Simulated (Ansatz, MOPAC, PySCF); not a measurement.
Complex: HCl (SMILES Cl) (first 2 atoms) with SiH4 (SMILES [SiH4]); geometry from B3LYP-D3(BJ)/def2-TZVP, rigid monomers moved along the line of their centres of mass till Cl1···Si3 is 3.40 Å.
(charge 0, multiplicity 1):
| atom | x (Å) | y (Å) | z (Å) |
|---|---|---|---|
| Cl | 0.6255 | 1.1381 | -0.2247 |
| H | 1.1186 | -0.0336 | -0.0576 |
| Si | -0.0960 | 0.0378 | 2.9057 |
| H | -0.2327 | 1.5074 | 2.9862 |
| H | -1.0771 | -0.5096 | 1.9429 |
| H | -0.3337 | -0.5586 | 4.2405 |
| H | 1.2726 | -0.3118 | 2.4591 |

Interaction energies are E(AB) − E(A) − E(B) at the monomers' geometry in the complex; basis-set methods are counterpoise corrected. Rows marked so take none.

Cores are frozen in the correlated methods. CBS: X⁻³ extrapolation of the correlation energy, Hartree–Fock from the larger set. Rows in 6-31G*, LANL2DZ carry no dispersion term and start afresh at each structure (6-31G* with six Cartesian d functions). LANL2DZ brings its own core potentials from Na on. The state that PM3, PM6 reach isn't checked.

Codes used: Ansatz (Gaussian orbitals); MOPAC for PM3, PM6 (differences of heats of formation); PySCF for 6-31G* rows, LANL2DZ rows, the dispersion terms. 

Other levels give for the interaction energy: PBE/def2-TZVPPD 0.63; B3LYP/def2-TZVPPD 1.70; B3LYP-D3(BJ)/def2-TZVPPD -0.30; wB97M-V/def2-TZVPPD -0.36; CCSD(T)/CBS(aug-cc-pV(D+d)Z, aug-cc-pV(T+d)Z) -0.31 kcal/mol.

Task: What do these common cheap choices give for the same quantity: PM3, PM6, HF/6-31G*, HF/6-31G* (no counterpoise), B3LYP/6-31G*, B3LYP/6-31G* (no counterpoise), B3LYP/LANL2DZ (no counterpoise), M06-2X/6-31G* (no counterpoise)?

Result: PM3 0.01; PM6 -0.08; HF/6-31G* 2.66; HF/6-31G* (no counterpoise) 2.31; B3LYP/6-31G* 2.01; B3LYP/6-31G* (no counterpoise) 1.46; B3LYP/LANL2DZ (no counterpoise) 1.68; M06-2X/6-31G* (no counterpoise) -0.81 kcal/mol. They span -0.81 to 2.66 kcal/mol.

Ansatz is a first-principles code.
